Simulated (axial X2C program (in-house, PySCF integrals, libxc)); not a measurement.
The numbers below are computed, except where a source is named.
BeI⁺: input and output

Program: an axial X2C code built on PySCF integrals.

The run was started with this input:
```json
{"zs": [53, 4], "q": 1, "bas": ["dyall-cv3z", "dyall-cv3z"], "levels": ["PBE0", "HF", "M06"], "cc": true, "r0": 2.35, "thr": -2.0, "nmax": 90, "npts": 10, "nst": 2, "ntry": 6}
```
```bash
python so2c.py task.json out
```

Keys: zs atomic numbers; q charge; bas basis sets; levels methods; cc coupled cluster on or off; r0 starting distance in Å; thr threshold in hartree for freezing inner shells (an s shell follows its p shell); nmax most natural virtual spinors; npts points on the curve; nst determinants followed; ntry starts of the search. HF also brings MP2.

Output of the HF step, spin-free, at R = 2.075 Å for the state M_S = 0, Λ = 0. It starts from PBE0 orbitals of this distance.

```
spin-free X2C-1e  HF
basis functions 178  fitting functions 878  grid points 5079
iter        total energy     max residual
   1      -7127.098140389     3.50e-01
   2      -7127.117110968     6.84e-03
   3      -7127.117536019     7.30e-03
   4      -7127.117590768     1.33e-03
   5      -7127.117597589     3.49e-04
   6      -7127.117598316     1.56e-04
   7      -7127.117598431     3.05e-05
   8      -7127.117598443     1.26e-05
   9      -7127.117598445     5.86e-06
  10      -7127.117598446     5.57e-07
converged
one-electron -9867.88271424  Coulomb 2869.62196783  exact exchange -182.92218635  xc functional 0.00000000  nuclear repulsion 54.06533432
correlated 8  virtual 226  natural virtual 90  E(MP2) -0.165522643  MP2 remainder -0.002939655
iter   CCSD correlation   residual
   1     -0.172542088   9.47e-02
   2     -0.176778837   3.78e-02
   3     -0.178032797   1.49e-02
   4     -0.178056246   4.67e-03
   5     -0.178067605   1.09e-03
   6     -0.178065792   3.19e-04
   7     -0.178066233   1.12e-04
   8     -0.178066980   4.20e-05
   9     -0.178066623   1.37e-05
  10     -0.178066653   3.52e-06
  11     -0.178066609   9.99e-07
  12     -0.178066613   3.07e-07
(T) -0.008784995  T1 0.0237  D1 0.0300  max T2 0.047
```
Energies are in hartree; totals compare only within one Hamiltonian and basis. T1 in the output is the amplitude norm over the root of the electron number; divide by √2 for the Lee–Taylor value.
